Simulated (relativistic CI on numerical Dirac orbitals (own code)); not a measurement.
# Ir³⁺: 4d photoemission

Computed with this model: Dirac-Coulomb-Breit CI, orbitals from a KLI potential per configuration, a model potential for QED, valence Slater integrals scaled by 0.7, multiplet model of photoemission in the sudden approximation; configurations [Xe] 4f14 5d6 → [Kr] 4d9 4f14 5s2 5p6 5d6; 300 K; Lorentzian 3.5 eV and Gaussian 0.6 eV FWHM. Energies are those of the free ion, without screening or charge transfer. The energies are binding energies and can lie tens of eV above those of solids. S is read from ⟨S²⟩ = S(S + 1).

Field parameters in Wybourne normalisation: D4h B²₀ = −7Ds, B⁴₀ = 21(Dq − Dt), B⁴₄ = 21√(5/14) Dq. The field is a parameter set, without covalency.

free ion: ground-state S = 1.81, centroid 349.70 eV. Peaks (eV, height): 343.2 (100), 359.2 (71).

D4h, 10Dq = 38500, Ds = -1500, Dt = 650 cm⁻¹: ground-state S = 0.16, centroid 350.03 eV. Peaks (eV, height): 343.4 (100), 359.4 (68).

Strongest unbroadened transitions for free ion:

```csv
Energy (eV),Relative strength
342.50,22.5
342.58,100.0
343.01,42.5
343.05,77.5
343.30,43.9
343.39,21.8
343.62,7.2
343.72,21.7
343.77,6.5
343.81,4.5
343.99,3.5
345.48,11.8
347.02,4.2
359.06,39.5
359.21,49.8
359.28,80.2
359.41,50.7
360.04,16.8
```
